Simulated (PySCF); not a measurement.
In(H)2(iPr) (C3H9In), SMILES [CH]([InH2])(C)C.

The structure is a stationary point at B3LYP-D3(BJ)/def2-SVP. The structure was generated by enumeration; whether it is a known compound was not checked. The def2 effective core potentials stand for the cores of In; spin–orbit coupling is left out.

Computed with TDA-PBE/def2-SVPD in PySCF.

Vertical excitations. Isolated molecule, no solvent. State labels are in the subgroup Cs.

Give excitation energies, oscillator strengths and character. (The exact figures need the calculation; the answer reports its results.)


```json
[
 {"state": "S1", "symmetry": "A'", "energy (eV)": "3.46", "λ (nm)": "359", "f": "0.000", "main pairs": "HOMO→LUMO 100 %"},
 {"state": "S2", "symmetry": "A\"", "energy (eV)": "4.48", "λ (nm)": "277", "f": "0.000", "main pairs": "HOMO−1→LUMO 100 %"},
 {"state": "S3", "symmetry": "A'", "energy (eV)": "5.50", "λ (nm)": "225", "f": "0.000", "main pairs": "HOMO→LUMO+2 78 %, HOMO→LUMO+1 20 %"},
 {"state": "S4", "symmetry": "A'", "energy (eV)": "5.71", "λ (nm)": "217", "f": "0.033", "main pairs": "HOMO−2→LUMO 79 %, HOMO→LUMO+1 12 %"},
 {"state": "S5", "symmetry": "A\"", "energy (eV)": "5.86", "λ (nm)": "212", "f": "0.000", "main pairs": "HOMO−3→LUMO 100 %"},
 {"state": "S6", "symmetry": "A'", "energy (eV)": "5.92", "λ (nm)": "210", "f": "0.212", "main pairs": "HOMO→LUMO+1 50 %, HOMO−2→LUMO 19 %, HOMO→LUMO+2 13 %, HOMO→LUMO+3 10 %"},
 {"state": "S7", "symmetry": "A\"", "energy (eV)": "6.38", "λ (nm)": "194", "f": "0.005", "main pairs": "HOMO−1→LUMO+1 41 %, HOMO→LUMO+4 29 %, HOMO−1→LUMO+2 28 %"},
 {"state": "S8", "symmetry": "A'", "energy (eV)": "6.38", "λ (nm)": "194", "f": "0.204", "main pairs": "HOMO→LUMO+3 86 %"},
 {"state": "S9", "symmetry": "A\"", "energy (eV)": "6.47", "λ (nm)": "191", "f": "0.008", "main pairs": "HOMO→LUMO+4 61 %, HOMO−1→LUMO+2 36 %"},
 {"state": "S10", "symmetry": "A'", "energy (eV)": "6.75", "λ (nm)": "184", "f": "0.100", "main pairs": "HOMO→LUMO+5 92 %"},
 {"state": "T1", "symmetry": "A'", "energy (eV)": "3.19", "λ (nm)": "388", "f": "0", "main pairs": "HOMO→LUMO 100 %"},
 {"state": "T2", "symmetry": "A\"", "energy (eV)": "4.09", "λ (nm)": "303", "f": "0", "main pairs": "HOMO−1→LUMO 100 %"},
 {"state": "T3", "symmetry": "A'", "energy (eV)": "4.66", "λ (nm)": "266", "f": "0", "main pairs": "HOMO→LUMO+1 98 %"},
 {"state": "T4", "symmetry": "A'", "energy (eV)": "5.44", "λ (nm)": "228", "f": "0", "main pairs": "HOMO→LUMO+2 99 %"}
]
```
Triplets are in the Tamm–Dancoff approximation.
